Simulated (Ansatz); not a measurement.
Several settings on one geometry of Mg5O7H4, a hydroxylated oxide cluster (that of the charge 0 singlet, PBE-D4/def2-SVP). Ansatz on 2 threads of AMD EPYC 7R13 on a shared host and a share (18 GiB) of an NVIDIA H100 80GB HBM3; times are rough.

```xyz
16

Mg   -0.317    0.770    1.291
Mg    1.796    0.566   -0.599
Mg   -0.432   -1.132   -0.852
Mg   -0.008    2.670   -0.679
Mg    1.745    2.514    1.281
O     1.456   -1.295   -1.339
O    -2.224   -2.172   -0.844
O    -0.360    0.766   -0.830
O     1.951    2.560   -0.694
O    -1.104   -1.123    1.148
O     1.665    0.571    1.397
O    -0.224    2.772    1.270
H     2.069   -2.044   -1.278
H    -3.048   -1.835   -1.241
H    -2.194   -1.857    0.134
H    -0.772   -1.730    1.835
```

Totals from different functionals, basis sets or treatments of relativity can't be compared as stabilities.

DK, ANO-RCC and x2c sets are all-electron and run with scalar relativity unless a key says otherwise.

(1) Give the basis size and estimate the energy, ⟨S²⟩ and time of these runs.

```tsv
run	method	charge	state	further keys
1	RKS B3LYP5/ANO-RCC-VTZP	0	singlet	fitting: {mean_field: def2-universal-jkfit}; scf: {lower_state_search: off}; forces asked
2	RKS ωB97X/def2-TZVPP	0	singlet	fitting: {mean_field: def2-universal-jkfit}; final_grid: {core_spheres: 5, valence_spheres: 4, degree: 11}; scf: {omitted_lower_state_checks: [starts]}
3	UKS r2SCAN-rVV10/pcseg-2	0	singlet	point_charges: [{charge: -1.00, position_ang: [4.829, -0.473, 0.170]}]; scf: {lower_state_search: full}
```

Results:

(1) 
```tsv
run	functions	energy (Eh)	⟨S²⟩	wall time
1	436	-1531.8224	–	14 s
2	433	-1530.0540	–	11 s
3	361	-1529.6815	0.00	14 s
```
